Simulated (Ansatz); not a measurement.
The molecule SnN, multiplicity 4 (an upper state: multiplicity 2 came lower at CCSD(T)/def2-TZVPP on PBE0 minima). No spin–orbit coupling.

Seven points along R, fitted to fifth degree in 1/R; most abundant isotopes. In def2 and cc sets the state is the lowest found near the PBE0 minimum, followed along R.

The values were computed with Ansatz (Gaussian basis) for Hartree–Fock, density functionals and correlated methods.  In def2 rows elements past Kr take small-core potentials, without spin–orbit coupling.

Task: What bond length and harmonic frequency does PBE/def2-TZVPP give?

Result: r_e = 2.234 Å, ω_e = 448 cm⁻¹.

Task: What bond length and harmonic frequency does PBE0/def2-TZVPP give?

Result: r_e = 2.197 Å, ω_e = 479 cm⁻¹.

Task: What bond length and harmonic frequency does wB97X-V/def2-TZVPP give?

Result: r_e = 2.188 Å, ω_e = 492 cm⁻¹.

Ansatz is a program for electronic structure.
